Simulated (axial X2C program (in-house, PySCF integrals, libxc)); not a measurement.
# Which functional? An output for CsSe

An SCF output computed with an in-house all-electron X2C program for linear molecules (integrals from PySCF) for CsSe at 3.198 Å, two-component, state Ω = 3/2, Cs dyall-cv3z [15s15p9d4f1g], Se dyall-cv3z [8s9p6d4f1g] (cores contracted in-house), without its first line:

```
basis functions 244  fitting functions 1302  grid points 5807
iter        total energy     max residual
   1     -10207.274866802     4.51e-01
   2     -10207.304573330     8.14e-03
   3     -10207.305255555     1.10e-02
   4     -10207.305372548     1.92e-03
   5     -10207.305383363     5.29e-04
   6     -10207.305385565     3.87e-04
   7     -10207.305385948     6.41e-05
   8     -10207.305385997     2.60e-05
   9     -10207.305386004     9.85e-06
  10     -10207.305386005     2.68e-06
converged
one-electron -14633.95796891  Coulomb 4401.35643249  exact exchange -278.30402137  xc functional 0.00000000  nuclear repulsion 309.43132721  atomic mean-field constant -5.83115543
```

Question: Which level of theory produced it?
A. BP86
B. HF
C. PBE0

Answer: B. The exact-exchange term against the functional term shows a share of 1 of exact exchange.
